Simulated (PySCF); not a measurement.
**Dipole moment and polarisability of TiH2(OMe)2**

Compound: TiH2(OMe)2, C2H8O2Ti (singlet state).
Geometry (PBE0-D3(BJ)/def2-SVP, Å), atoms numbered from 1 in this order:
```
atom  x, y, z in Å
Ti1    1.0318    0.0134    0.7171
H2     1.0224    0.0587    2.4190
H3     2.6226   -0.0057    0.1132
O4     0.2862    1.4884    0.1659
C5    -0.5020    2.4829   -0.3897
H6    -0.8787    3.1577    0.3969
H7    -1.3675    2.0531   -0.9227
H8     0.0847    3.0815   -1.1066
O9     0.2982   -1.4918    0.2396
C10   -0.4801   -2.5071   -0.2922
H11    0.1556   -3.2453   -0.8092
H12   -1.2109   -2.1097   -1.0172
H13   -1.0316   -3.0281    0.5083
```

Level: PBE0/def2-SVPD (PySCF), static field, nuclei fixed, core orbitals frozen in the response. The polarisability tensor in these axes (au):

```
x   76.69 -0.03  5.45
y   -0.03 91.50 -0.27
z    5.45 -0.27 72.64
```

Problem. What are the eigenvalues, a third of the trace, and Δα (Δα² = ½Σ(αi − αj)² over the three pairs)?

Solution. Principal values 68.85, 80.48 and 91.50 au; mean 80.28 au = 11.90 Å³ = 13.24 × 10⁻⁴⁰ C²·m²/J; Δα = 19.62 au (24 % of the mean).

Problem. What is the dipole moment, and where does it point?

Solution. (-2.71, -0.04, -1.88) D, 3.30 D in size, pointing from the negative to the positive side. Measured along this direction, the outermost atoms are H2 and H3 at the negative end and H7 and H12 at the positive end.

Problem. Rayleigh depolarisation ratio (linearly polarised light, static tensor)?

Solution. ρ = 3Δα²/(45ᾱ² + 4Δα²) = 1155.3/(289984 + 1540.4) = 0.00396.

Problem. In TDDFT the mean static polarisability is Σ f/ω² over all singlet excitations (ω in hartree). How much of it do the 15 lowest give? Their energies (eV) and oscillator strengths: 3.66, 0.0006; 4.51, 0.0008; 4.54, 0.0173; 4.96, 0.0000; 5.08, 0.0000; 5.40, 0.0015; 5.49, 0.0008; 5.51, 0.0110; 5.65, 0.0263; 5.66, 0.0107; 5.71, 0.0001; 5.91, 0.0008; 5.93, 0.0021; 6.21, 0.0001; 6.28, 0.0469.

Solution. They add up to 2.81 au, 3.5 % of the 80.28 au; the largest single term is 0.88 au, from the state at 6.28 eV. Terms in order: 0.03, 0.03, 0.62, 0.00, 0.00, 0.04, 0.02, 0.27, 0.61, 0.25, 0.00, 0.02, 0.04, 0.00, 0.88 au. Higher excitations give the rest. The strengths listed sum to 0.119.

Problem. How large is μ²/3kT at 298 K beside α?

Solution. In Gaussian units μ²/3kT = 88.04 Å³ against 11.90 Å³, a ratio of 7.40; the Debye molar polarisation (4π/3)N_A(α + μ²/3kT) is 252.1 cm³/mol, leaving out the vibrational part.

Problem. Refractivity n − 1 of an ideal gas of it at 298.15 K and 1 atm, from the electronic α?

Solution. N = p/kT = 2.4615 × 10¹⁹ cm⁻³, so n − 1 = 2π × N × 11.90 × 10⁻²⁴ cm³ = 1840 × 10⁻⁶ at long wavelengths, for an ideal gas.

Isolated species at its PBE0-D3(BJ)/def2-SVP geometry, gas phase.
